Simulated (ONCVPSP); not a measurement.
**Cutoff test, aluminium, ONCV**

Al (Z = 13), optimised norm-conserving Vanderbilt (ONCV), made with ONCVPSP 4.0.1 (LDA (Perdew-Wang 92), scalar-relativistic). Core [He], reference 2s2 2p6 3s2 (charge +1). Waves: 2s+3s: rc 1.20 bohr, ncon 4, nbas 7, qcut 13.2 1/bohr, 2 projectors; 2p: rc 0.50 bohr, ncon 3, nbas 6, qcut 18.8 1/bohr, 1 projector. Local part: polynomial inside 0.35 bohr (lpopt 4, dvloc0 -1 Ha). Core correction: Teter function, fcfact 2.75, rcfact 1.25.

Task: For each optimised wave give the share of its norm inside rc, the residual kinetic energy above qcut (Ha) and the cutoffs (Ha) for errors of 10, 1, 0.1 and 0.01 mHa per electron.

Result:

```json
{"wave": "2s", "norm inside rc": "0.961", "residual KE": "1.0e-08", "10 mHa": "19.4", "1 mHa": "25.4", "0.1 mHa": "32.3", "0.01 mHa": "57.5"}
{"wave": "3s", "norm inside rc": "0.062", "residual KE": "3.6e-09", "10 mHa": "13.8", "1 mHa": "19.8", "0.1 mHa": "36.4", "0.01 mHa": "56.0"}
{"wave": "2p", "norm inside rc": "0.439", "residual KE": "1.2e-03", "10 mHa": "142.5", "1 mHa": "181.9", "0.1 mHa": "476.0", "0.01 mHa": "not reached"}
```

The occupied waves need 182 Ha and 476 Ha for 1 and 0.1 mHa.
